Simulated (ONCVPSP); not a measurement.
# Ranking ONCV potentials for gold

All share these settings but for the change named:

| Quantity | Value |
| --- | --- |
| Element | gold (Au) |
| Generator | ONCVPSP 4.0.1 |
| Type | optimised norm-conserving Vanderbilt (ONCV) |
| Functional | BLYP |
| Relativity | scalar-relativistic |
| Frozen core | [Kr] 4d10 4f14 |
| Valence charge | 19 |
| Reference configuration | 5s2 5p6 5d9 6s2 |
| Partial waves | 5s+6s: rc 1.65 bohr, ncon 4, nbas 7, qcut 7.2 1/bohr, 2 projectors; 5p: rc 1.85 bohr, ncon 4, nbas 8, qcut 7.8 1/bohr, 2 projectors, debl 2.2 Ha; 5d: rc 1.70 bohr, ncon 4, nbas 8, qcut 9.1 1/bohr, 1 projector |
| Local potential | polynomial inside 1.20 bohr (lpopt 5, dvloc0 -1 Ha) |
| Core correction | Teter function, fcfact 4.5, rcfact 1.5 |

In the p channel the program set the typed energies aside and used -2.293, 0.250 Ha.

Cutoff: the first of the cutoffs (Ha) at which the residual kinetic energy of the hardest occupied pseudo-wave falls to 1 and 0.1 mHa per electron; the density cutoff is not measured.

The base gives 22 Ha.

Of 9 variants that were run, those that failed, showed a ghost or another fault, or gave nearly equal values are left out.

A variant can come out equal or close to the base.

Task: Rank these variants from softest to hardest (loose cutoff).
A. s: qcut 6.8
B. s: qcut 9
C. s: qcut 10.9

Result: A (22 Ha), B (25 Ha), C (31 Ha).
